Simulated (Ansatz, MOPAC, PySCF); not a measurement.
Pair of molecules: HF (SMILES F) (first 2 atoms) with C2H2 (SMILES C#C); geometry from B3LYP-D3(BJ)/def2-TZVP, rigid monomers moved along the line of their centres of mass till H2···C3 is 1.99 Å.
(charge 0, multiplicity 1):
```csv
atom,x (Å),y (Å),z (Å)
F,-0.0325,-0.0116,0.3487
H,-0.0182,-0.0044,1.2833
C,0.2518,-0.5381,3.1787
C,-0.2334,0.5575,3.1777
H,0.6828,-1.5107,3.1876
H,-0.6641,1.5302,3.1849
```

Interaction energies are E(AB) − E(A) − E(B) at the monomers' geometry in the complex; basis-set methods are counterpoise corrected. Rows marked so take none.

Cores are frozen in the correlated methods. Rows in 6-31G* carry no dispersion term and start afresh at each structure (6-31G* with six Cartesian d functions). The state that PM3 reach isn't checked.

The values were computed with Ansatz (Gaussian basis) for Hartree–Fock, density functionals and correlated methods; MOPAC for PM3 (differences of heats of formation); PySCF for 6-31G* rows, the dispersion terms. Each number belongs to the level named beside it.

Q: One of these levels gives -20.6 kJ/mol for the interaction energy. Which?
A) HF/6-31G* (no counterpoise)
B) PM3
C) CCSD/aug-cc-pVTZ
D) PBE-D4/def2-TZVPPD

A: D, PBE-D4/def2-TZVPPD. The others give 2.2 (PM3), -6.7 (HF/6-31G* (no counterpoise)), -11.9 (CCSD/aug-cc-pVTZ)

Ansatz is a program for electronic structure.
